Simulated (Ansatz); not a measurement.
Cost and result for the atomization energy of C8H20N2Si2, SMILES `C[Si](C)(C)/N=C/C=N/[Si](C)(C)C` (32 atoms, 31 bonds).

Cartesian coordinates in Å:
```
C -1.816 3.351 1.256
Si -2.733 1.902 0.502
C -3.602 2.424 -1.065
C -3.940 1.183 1.732
N -1.659 0.590 0.050
C -0.407 0.583 0.206
C 0.408 -0.580 -0.212
N 1.659 -0.589 -0.053
Si 2.733 -1.902 -0.502
C 3.960 -1.178 -1.710
C 1.819 -3.340 -1.281
C 3.578 -2.442 1.072
H -1.283 3.064 2.167
H -2.518 4.146 1.524
H -1.089 3.776 0.560
H -4.345 3.199 -0.859
H -2.891 2.824 -1.793
H -4.112 1.575 -1.524
H -4.454 0.318 1.307
H -3.428 0.858 2.641
H -4.694 1.923 2.016
H 0.184 1.402 0.647
H -0.182 -1.398 -0.656
H 4.713 -1.919 -1.991
H 4.473 -0.320 -1.270
H 3.461 -0.842 -2.622
H 1.299 -3.041 -2.195
H 2.521 -4.135 -1.547
H 1.081 -3.768 -0.598
H 2.857 -2.846 1.786
H 4.322 -3.218 0.868
H 4.086 -1.599 1.546
```

The species carries charge 0 and has multiplicity 1. All single points use the PBE0-D4/def2-TZVP geometry. It is one conformer, not always the lowest. Program: Ansatz. All runs use 11 threads of an AMD EPYC 7R13 on a shared host and a whole NVIDIA H100 80 GB. Times are those of one run each, without the atoms' runs, and a repeat can differ threefold. Electronic energies, without spin–orbit coupling; frozen cores. CCSD(T)/CBS adds CCSD(T) − MP2 in def2-TZVPP to the MP2 limit, and its time is that of the two runs behind it. T1 = 0.011; the RHF reference is unstable towards UHF. HSE06 is the plane-wave form, built on full-range PBE exchange.

CCSD(T)/CBS is a level of theory with its own doubt, some kJ/mol a heavy atom from the limit and from the frozen cores, so smaller differences don't rank the functionals.

```json
{"level": "LDA (SPW92)/def2-TZVPP", "functions": "674", "wall time": "2 s", "atomization (kcal/mol)": "3441.6", "difference from CCSD(T)/CBS": "404.8", "per bond": "13.1"}
{"level": "revPBE-D4/def2-TZVPP", "functions": "674", "wall time": "2.1 s", "atomization (kcal/mol)": "3032.6", "difference from CCSD(T)/CBS": "-4.2", "per bond": "-0.1"}
{"level": "PBE0-D4/def2-TZVPP", "functions": "674", "wall time": "2.3 s", "atomization (kcal/mol)": "3054.9", "difference from CCSD(T)/CBS": "18.1", "per bond": "0.6"}
{"level": "CAM-B3LYP-D4/def2-TZVPP", "functions": "674", "wall time": "2.5 s", "atomization (kcal/mol)": "3056.4", "difference from CCSD(T)/CBS": "19.6", "per bond": "0.6"}
{"level": "r2SCANh-D4/def2-TZVPP", "functions": "674", "wall time": "2.7 s", "atomization (kcal/mol)": "3031.8", "difference from CCSD(T)/CBS": "-5.0", "per bond": "-0.2"}
{"level": "HSE06-D4/def2-TZVPP", "functions": "674", "wall time": "2.7 s", "atomization (kcal/mol)": "3056.8", "difference from CCSD(T)/CBS": "20.0", "per bond": "0.6"}
{"level": "ωB97X-V/def2-TZVPP", "functions": "674", "wall time": "3 s", "atomization (kcal/mol)": "3048.3", "difference from CCSD(T)/CBS": "11.5", "per bond": "0.4"}
{"level": "PBE-QIDH/def2-TZVPP", "functions": "674", "wall time": "3.6 s", "atomization (kcal/mol)": "3027.3", "difference from CCSD(T)/CBS": "-9.5", "per bond": "-0.3"}
{"level": "ωB97M-V/def2-TZVPP (with forces)", "functions": "674", "wall time": "4.2 s", "atomization (kcal/mol)": "3050.8", "difference from CCSD(T)/CBS": "14.0", "per bond": "0.5"}
{"level": "CCSD(T)/def2-SVP", "functions": "276", "wall time": "6 s", "atomization (kcal/mol)": "2882.6", "difference from CCSD(T)/CBS": "-154.2", "per bond": "-5.0"}
{"level": "MP2/def2-QZVPP", "functions": "1310", "wall time": "8 s", "atomization (kcal/mol)": "3041.3", "difference from CCSD(T)/CBS": "4.5", "per bond": "0.1"}
{"level": "CCSD(T)/def2-TZVPP", "functions": "674", "wall time": "2.4 min", "atomization (kcal/mol)": "2963.8", "difference from CCSD(T)/CBS": "-73.0", "per bond": "-2.4"}
{"level": "CCSD(T)/CBS(def2)", "functions": "–", "wall time": "2.5 min", "atomization (kcal/mol)": "3036.8", "difference from CCSD(T)/CBS": "0.0", "per bond": "0.0"}
```

From r2SCAN to r2SCAN0 (25 % exact exchange), in def2-TZVPP and without D4, the atomization energy moves by −35.3 kcal/mol: exact exchange takes away binding that semilocal exchange gives to molecules. Leaving LDA and LC-ωPBE aside and taking each functional with its dispersion term where it has one, the values, not all of them listed here, spread over 122.3 kcal/mol, from BHLYP-D4 to PBE-D4. LDA lies +364.7 kcal/mol from PBE without D4, its usual overbinding. The D4 term adds +31.2 kcal/mol with B3LYP and +17.1 kcal/mol with PBE0; it sums over pairs of atoms, weighted by their polarisabilities, and B3LYP, whose exchange is more repulsive, gets the larger term.

B3LYP here is the variant with VWN-RPA as its local correlation; programs differ in this.
